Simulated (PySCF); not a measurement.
Structure from 2D NMR

Compound of formula C4H9NO2Si. Correlations simulated from computed shifts and the bond graph:

HSQC (one-bond C–H):
```csv
δH,δC
6.55,152.8
5.93,103.0
4.60,103.0
1.88,27.6
```

COSY cross peaks (H two or three bonds apart, from the bond graph; peaks can be absent where the dihedral angle is near 90°):
```csv
δH,δH
6.55,5.93
6.55,4.60
5.93,4.60
5.10,1.88
4.60,4.49
```

HMBC (two and three bonds, from the bond graph):
```csv
δH,δC
6.55,103.0
5.93,152.8
5.10,"173.6, 152.8, 27.6"
4.60,"173.6, 27.6"
4.60,152.8
4.49,"173.6, 27.6"
1.88,173.6
```

Carbons without hydrogens: δ 173.6.

Calculated, not measured (PySCF): σ from GIAO-PBE0/pcSseg-1, coordinates at the GFN2-xTB level. One averaged value for each set of equivalent atoms, non-relativistic, gas phase, single conformer.

Chemical shifts δ = σref − σ; $^{1}$H (σref 31.72) and $^{13}$C (σref 186.93) against TMS, all at this level.

Exchangeable hydrogens are left out of these lists.

Assemble the structure.

Answers

`C=CO[SiH2]CC(N)=O`.

Atom-mapped SMILES (the numbers label the heavy atoms): `[CH2:1]=[CH:2][O:3][SiH2:4][CH2:5][C:6]([NH2:7])=[O:8]` (H(Xn): hydrogen on atom n). Ha(C1) is cis to O3; Ha(N7) is cis to the C=O or C=S heteroatom; Hb(C1) is trans to O3; Hb(N7) is trans to the C=O or C=S heteroatom.

1. δC 173.6 is C6, an amide carbonyl carbon.
2. δC 152.8 is C2, an alkene carbon bearing oxygen (δH 6.55).
3. δC 103.0 is C1, a β carbon of an enol-ether or enamine type C=C (δH 5.93, 4.60).
4. δC 27.6 is C5, an sp3 CH2 bonded to Si, α to a carbonyl (δH 1.88).
5. HMBC from δH 5.10 reaches the proton-free carbon C6.
6. HMBC from δH 1.88 reaches the proton-free carbon C6.
7. COSY links 6.55–5.93, 6.55–4.60, 5.93–4.60, 5.10–1.88, 4.60–4.49.

The data come from this structure; uniqueness wasn't tested.

The OH or NH signal is concentration- and solvent-dependent in practice; the value given is the gas-phase one. The two substituents on the amide-type nitrogen aren't averaged: C–N rotation is slow on the NMR time scale. Shifts are as computed. Against solution values, carbons near 30 ppm lie about +3 ppm off and those near 130 ppm about +5 ppm. Of 1211 compounds with measured shifts, 218 miss one by over three times the rms of a fit or turn the order of signals round; such compounds aren't used in these exercises. The C=O carbon of an acid or of an amide with N–H lies up to 10 ppm further downfield in solution, through hydrogen bonding that the calculation lacks.
